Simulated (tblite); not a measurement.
Species: C3H14N2SSi2.
Atom-mapped SMILES: `[CH3:1][CH2:2][Si@@:3]([NH2:4])([SH:5])[NH:6][SiH2:7][CH3:8]` (hydrogens: H9, H10, H11 on C1; H12, H13 on C2; H14, H15 on N4; H16 on S5; H17 on N6; H18, H19 on Si7; H20, H21, H22 on C8)

Computed with GFN2-xTB (tblite), gas phase: L-BFGS steps from a force-field or distance-geometry start until the largest atomic force falls under 0.01 eV/Å.

Step 12: E = -712.4846 eV
```
atom  x, y, z in Å  |  force x, y, z in eV/Å
C1      2.8774   -1.2440    0.6144   -0.027   0.053   0.020
C2      1.5308   -0.5970    0.8903   -0.311   0.183  -0.205
Si3     0.5537   -0.1710   -0.6904   -0.240   0.199  -0.111
N4      1.3667    0.9107   -1.7731    0.198  -0.084   0.008
S5      0.0639   -1.9891   -1.7513   -0.064  -0.099  -0.144
N6     -1.0004    0.5164   -0.3387    0.053   0.077   0.115
Si7    -1.9813    0.2415    1.0587   -0.069   0.158  -0.102
C8     -3.4043    1.4947    1.0262   -0.092   0.050  -0.019
H9      3.4084   -1.4398    1.5387    0.070  -0.028   0.167
H10     3.4861   -0.5820    0.0087    0.086  -0.029  -0.129
H11     2.7463   -2.1913    0.1002    0.027  -0.015  -0.104
H12     1.6629    0.3099    1.4743    0.088   0.085   0.016
H13     0.9189   -1.2590    1.5020   -0.007  -0.061  -0.020
H14     1.0872    0.9606   -2.7406   -0.016  -0.159   0.033
H15     1.5436    1.8460   -1.4456    0.066  -0.012   0.090
H16     1.2793   -2.3367   -2.1259    0.147   0.024   0.009
H17    -1.4858    0.8943   -1.1375    0.070  -0.029   0.005
H18    -2.4433   -1.1427    1.0417   -0.155  -0.123   0.125
H19    -1.0707    0.5071    2.1641    0.018  -0.004   0.255
H20    -3.9973    1.4294    0.1221   -0.009  -0.094  -0.163
H21    -3.0639    2.5212    1.1008    0.174   0.036  -0.003
H22    -4.0886    1.3402    1.8499   -0.007  -0.129   0.157
```

Step 13: E = -712.5036 eV
```
atom  x, y, z in Å  |  force x, y, z in eV/Å
C1      2.8786   -1.2425    0.6079   -0.106   0.082   0.068
C2      1.5289   -0.5911    0.8833   -0.254   0.148  -0.181
Si3     0.5493   -0.1575   -0.6899   -0.219  -0.015  -0.212
N4      1.3679    0.9114   -1.7769    0.186  -0.076   0.031
S5      0.0761   -1.9913   -1.7567   -0.033  -0.001  -0.098
N6     -1.0054    0.5208   -0.3267    0.030   0.086  -0.020
Si7    -1.9948    0.2384    1.0641    0.049   0.086  -0.047
C8     -3.4092    1.4925    1.0278   -0.132   0.084  -0.015
H9      3.4005   -1.4340    1.5406    0.067  -0.036   0.082
H10     3.4934   -0.5820    0.0023    0.023  -0.083  -0.076
H11     2.7451   -2.1934    0.0955    0.044   0.073  -0.055
H12     1.6618    0.3188    1.4667    0.079  -0.019   0.019
H13     0.9089   -1.2582    1.4864    0.085   0.021  -0.021
H14     1.1075    0.9492   -2.7509   -0.002  -0.093   0.103
H15     1.5690    1.8402   -1.4430    0.041  -0.030  -0.007
H16     1.2921   -2.3462   -2.1327    0.095   0.073   0.045
H17    -1.4828    0.9046   -1.1303    0.066  -0.056   0.091
H18    -2.4636   -1.1439    1.0739   -0.136  -0.118   0.074
H19    -1.0847    0.5026    2.1717    0.016   0.000   0.246
H20    -3.9987    1.4238    0.1215   -0.015  -0.053  -0.141
H21    -3.0557    2.5149    1.1026    0.121   0.037  -0.021
H22    -4.0945    1.3422    1.8519   -0.006  -0.110   0.136
```

Step 14: E = -712.5173 eV
```
atom  x, y, z in Å  |  force x, y, z in eV/Å
C1      2.8776   -1.2400    0.6045   -0.133   0.084   0.061
C2      1.5233   -0.5844    0.8753   -0.104   0.073  -0.108
Si3     0.5419   -0.1481   -0.6930   -0.116  -0.172  -0.238
N4      1.3730    0.9101   -1.7788    0.156  -0.110   0.085
S5      0.0831   -1.9930   -1.7634    0.002   0.059  -0.074
N6     -1.0081    0.5289   -0.3190    0.047   0.031   0.023
Si7    -2.0032    0.2386    1.0673    0.116  -0.006   0.034
C8     -3.4147    1.4927    1.0283   -0.102   0.064  -0.013
H9      3.3954   -1.4304    1.5435    0.015  -0.017  -0.025
H10     3.4992   -0.5838   -0.0037   -0.041  -0.112  -0.008
H11     2.7454   -2.1933    0.0909    0.042   0.141   0.003
H12     1.6626    0.3253    1.4614    0.038  -0.088  -0.004
H13     0.9033   -1.2577    1.4752    0.123   0.092  -0.030
H14     1.1191    0.9378   -2.7543    0.011  -0.026   0.092
H15     1.5851    1.8346   -1.4395    0.031  -0.022  -0.076
H16     1.3027   -2.3504   -2.1359    0.040   0.110   0.073
H17    -1.4790    0.9089   -1.1251   -0.034   0.000   0.023
H18    -2.4793   -1.1454    1.0962   -0.095  -0.048   0.033
H19    -1.0943    0.4994    2.1817   -0.018  -0.005   0.185
H20    -3.9994    1.4184    0.1179   -0.018  -0.002  -0.076
H21    -3.0470    2.5111    1.1034    0.039   0.017  -0.034
H22    -4.0971    1.3402    1.8559    0.001  -0.064   0.074
```

Step 15: E = -712.5266 eV
```
atom  x, y, z in Å  |  force x, y, z in eV/Å
C1      2.8745   -1.2365    0.6037   -0.099   0.061   0.022
C2      1.5170   -0.5779    0.8672    0.042   0.001  -0.045
Si3     0.5356   -0.1441   -0.7020   -0.017  -0.240  -0.135
N4      1.3815    0.9080   -1.7802    0.119  -0.056   0.016
S5      0.0885   -1.9959   -1.7694    0.018   0.077  -0.078
N6     -1.0107    0.5286   -0.3114   -0.020   0.080  -0.127
Si7    -2.0092    0.2368    1.0724    0.096  -0.057   0.113
C8     -3.4218    1.4943    1.0289   -0.019  -0.004  -0.003
H9      3.3935   -1.4289    1.5449   -0.054   0.016  -0.097
H10     3.5017   -0.5871   -0.0080   -0.070  -0.095   0.035
H11     2.7460   -2.1903    0.0880    0.018   0.149   0.036
H12     1.6641    0.3279    1.4586   -0.010  -0.092  -0.037
H13     0.9018   -1.2556    1.4674    0.100   0.118  -0.035
H14     1.1322    0.9323   -2.7586    0.035  -0.003   0.148
H15     1.6017    1.8326   -1.4421    0.008  -0.083  -0.100
H16     1.3114   -2.3526   -2.1378    0.006   0.129   0.088
H17    -1.4786    0.9161   -1.1193   -0.019  -0.034   0.123
H18    -2.4942   -1.1500    1.1156   -0.048   0.047   0.004
H19    -1.1008    0.4971    2.1929   -0.063  -0.015   0.117
H20    -4.0017    1.4157    0.1140   -0.011   0.033  -0.002
H21    -3.0412    2.5093    1.1034   -0.034  -0.014  -0.039
H22    -4.1016    1.3395    1.8606    0.023  -0.018  -0.005
```

Problem. Estimate the geometry and energy of step 16. (The exact step hangs on the optimiser's Hessian estimate; all steps are aligned on step 15, rigid shifts and turns removed.)

Solution. E = -712.5337 eV, largest force 0.206 eV/Å
```
atom  x, y, z in Å  |  force x, y, z in eV/Å
C1      2.8705   -1.2329    0.6039   -0.036   0.023  -0.025
C2      1.5123   -0.5733    0.8603    0.124  -0.048   0.016
Si3     0.5291   -0.1461   -0.7088    0.078  -0.184  -0.049
N4      1.3894    0.9034   -1.7788    0.087  -0.134   0.077
S5      0.0897   -1.9947   -1.7763    0.006   0.046  -0.097
N6     -1.0101    0.5367   -0.3106    0.047  -0.051   0.093
Si7    -2.0087    0.2379    1.0749    0.077  -0.062   0.103
C8     -3.4251    1.4952    1.0283    0.059  -0.060  -0.004
H9      3.3909   -1.4275    1.5450   -0.093   0.040  -0.112
H10     3.5024   -0.5916   -0.0105   -0.068  -0.037   0.044
H11     2.7474   -2.1854    0.0863   -0.017   0.100   0.040
H12     1.6654    0.3282    1.4560   -0.049  -0.055  -0.060
H13     0.9033   -1.2528    1.4629    0.051   0.106  -0.023
H14     1.1340    0.9254   -2.7532    0.030   0.027   0.030
H15     1.6054    1.8278   -1.4413    0.019  -0.034  -0.082
H16     1.3165   -2.3486   -2.1352   -0.002   0.130   0.089
H17    -1.4771    0.9146   -1.1163   -0.152   0.070  -0.055
H18    -2.5015   -1.1497    1.1224   -0.012   0.098  -0.012
H19    -1.1054    0.4957    2.2032   -0.079  -0.019   0.065
H20    -4.0018    1.4133    0.1101   -0.004   0.055   0.065
H21    -3.0365    2.5083    1.1023   -0.091  -0.036  -0.038
H22    -4.1005    1.3354    1.8641    0.027   0.024  -0.063
```

The energy changes by -0.0071 eV. The first-order estimate −F·Δx gives -0.0110 eV and the mean of the old and new forces, exact on a quadratic surface, -0.0071 eV. The step makes an angle of 55° with the force vector and moves no atom by more than 0.011 Å.

The cost below is that of the whole relaxation. Time: 0.69 s of wall time. Hardware: an Arm Neoverse V2 with one thread (shared host).
